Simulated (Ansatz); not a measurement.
`C[Si](O)(O)S` + H₂ → `O[SiH](O)S` + CH₄  (hydrogenolysis of the Si–C bond)

Isolated molecules relaxed with PBE0-D4/def2-TZVP in Ansatz; ΔE leaves out vibrations. CBS: MP2 limit from def2 TZ/QZ plus the TZ coupled-cluster correction, frozen cores. This one scheme is used for every species. Functionals use def2-TZVPP. One conformer a species, not always the lowest.

`C[Si](O)(O)S`:

Z-matrix (Å, degrees):
```
C
Si 1 1.848
H 1 1.092 2 111.0
H 1 1.093 2 109.7 3 -119.4
H 1 1.092 2 111.1 3 120.5
O 2 1.642 1 114.2 3 179.8
O 2 1.633 1 106.0 3 61.5
S 2 2.148 1 112.0 3 -61.8
H 6 0.958 2 117.9 1 77.5
H 7 0.959 2 117.1 1 -176.8
H 8 1.343 2 94.4 1 45.3
```

H₂:

Z-matrix (Å, degrees):
```
H
H 1 0.746
```

`O[SiH](O)S`:

Cartesian coordinates in Å:
```
O -1.423 0.380 -0.044
Si 0.181 0.405 0.304
O 0.921 1.010 -1.016
S 0.828 -1.542 0.901
H -1.969 -0.190 0.500
H 0.546 1.274 1.440
H 0.537 0.810 -1.871
H 0.378 -2.147 -0.213
```

CH₄:

Cartesian coordinates in Å:
```
C 0.000 0.000 0.000
H -0.486 0.820 -0.528
H 0.853 0.383 0.559
H 0.341 -0.744 -0.720
H -0.709 -0.459 0.689
```

CCSD(T)/CBS gives -11.8 kJ/mol.

(1) Another level gave -13.9 kJ/mol. Which?
A. B2PLYP/def2-TZVPP
B. HF/def2-TZVPP
C. BHLYP/def2-TZVPP
D. PBE-QIDH/def2-TZVPP

Largest T1 diagnostic among the species: 0.011.

Answers

(1) D. PBE-QIDH -13.9, BHLYP -26.5, B2PLYP -19.6, HF/def2-TZVPP -35.9 kJ/mol.

The D4 term adds +11.0 kJ/mol with B3LYP and +6.1 kJ/mol with PBE0; it sums over pairs of atoms, weighted by their polarisabilities, and B3LYP, whose exchange is more repulsive, gets the larger term. In def2-TZVPP, CCSD(T) changes the Hartree–Fock value by +22.1 kJ/mol (the triples alone add +4.1 kJ/mol) and MP2 by +26.7 kJ/mol.

CCSD(T)/CBS has its own doubt, a few kJ/mol and more with outer-core shells, so smaller differences from it don't rank the levels.

B3LYP here is the variant with VWN-RPA as its local correlation; programs differ in this.
